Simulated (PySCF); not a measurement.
SMILES FC(F)(F)C(F)(F)C(F)(F)C(F)(F)C(F)(F)C(F)(F)C(F)(F)C(F)(F)F (GFN2-xTB optimised geometry):

```
26

F      1.885     1.081    -1.120
C      2.299     1.659     0.000
F      3.623     1.659     0.000
F      1.882     2.919     0.000
C      1.778     0.884     1.255
F      1.999    -0.428     1.076
F      2.516     1.267     2.309
C      0.283     1.122     1.641
F      0.142     2.418     1.965
F      0.033     0.417     2.757
C     -0.823     0.810     0.582
F     -1.995     1.191     1.116
F     -0.609     1.605    -0.482
C     -0.984    -0.645     0.033
F     -1.940    -0.598    -0.909
F      0.152    -1.001    -0.590
C     -1.343    -1.791     1.035
F     -1.430    -2.919     0.310
F     -0.330    -1.962     1.899
C     -2.667    -1.603     1.840
F     -2.450    -0.755     2.858
F     -3.623    -1.069     1.065
C     -3.197    -2.958     2.419
F     -4.127    -2.722     3.331
F     -3.733    -3.696     1.457
F     -2.220    -3.651     2.988
```

Computed with PySCF 2.14.0 with PBE0/def2-SVP.

What are the frontier orbital energies and the dipole moment?

HOMO-2 -11.29 eV, HOMO-1 -10.72 eV, HOMO -10.38 eV, LUMO 0.04 eV, LUMO+1 0.05 eV; dipole moment 0.07 D.

On the same geometry PBE/def2-SVP run with PySCF gives HOMO-2 -9.13 eV, HOMO-1 -8.63 eV, HOMO -8.31 eV, LUMO -0.89 eV, LUMO+1 -0.87 eV; dipole moment 0.06 D.

Meta-Löwdin charges at PBE0/def2-SVP: F1 -0.24, C2 0.73, F3 -0.24, F4 -0.24, C5 0.49, F6 -0.25, F7 -0.25, C8 0.50, F9 -0.25, F10 -0.25, C11 0.49, F12 -0.25, F13 -0.25, C14 0.50, F15 -0.25, F16 -0.25, C17 0.50, F18 -0.25, F19 -0.25, C20 0.49, F21 -0.25, F22 -0.25, C23 0.73, F24 -0.24, F25 -0.24, F26 -0.24.
